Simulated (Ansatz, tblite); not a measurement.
Forces on Mg2I3 at its PBE-D4/def2-SVP geometry. The state is a doublet with charge 0.

In the def2 sets I takes a core potential; there is no spin–orbit coupling. The xTB rows come from tblite. Another isomer (doublet) lies 1.36 eV lower at PBE0-D4/def2-TZVP; other spin states weren't run for this one.

GFN1-xTB (tblite), largest force 0.73 eV/Å:

```xyz
5
positions Å, forces eV/Å
Mg   -1.616    2.278   -0.501    0.351   -0.628    0.144
Mg    1.520   -2.336    0.526   -0.456    0.562   -0.122
I     3.113   -4.345    0.961    0.125   -0.153    0.033
I    -2.868    4.497   -1.019   -0.093    0.172   -0.040
I    -0.148   -0.093    0.033    0.073    0.046   -0.014
```

GFN2-xTB (tblite), largest force 0.56 eV/Å:

```
Mg 0.245 -0.485 0.115
Mg -0.359 0.415 -0.088
I 0.320 -0.399 0.086
I -0.246 0.444 -0.104
I 0.040 0.025 -0.009
```

PBE-D4/def2-TZVP (Ansatz), largest force 0.12 eV/Å:

```
Mg -0.013 0.016 -0.005
Mg 0.009 -0.018 0.003
I -0.070 0.096 -0.021
I 0.063 -0.101 0.023
I 0.011 0.007 -0.001
```
